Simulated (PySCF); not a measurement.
Computed with TPSSh-D3(BJ)/def2-TZVP // PBE-D3(BJ)/def2-SVP run with PySCF 2.14.0. Gas-phase values, no solvent. One relaxed conformer stands for a flexible species; it need not be the lowest. 

Reference species: [Hf(Cl)(NH2)3] (neutral, multiplicity 1).

```
Quantity               Result
-------------------  --------
coordination number         4
LUMO                 -0.44 eV
```

Changed species: [Hf(Cl)4] (0 of 4 Cl replaced by NH2; the reference has 3 of 4 Cl replaced by NH2).

Q: What does the change do to the coordination number and LUMO?

A: the coordination number is nearly the same; the LUMO decreases by 2.24 eV, to -2.68 eV.
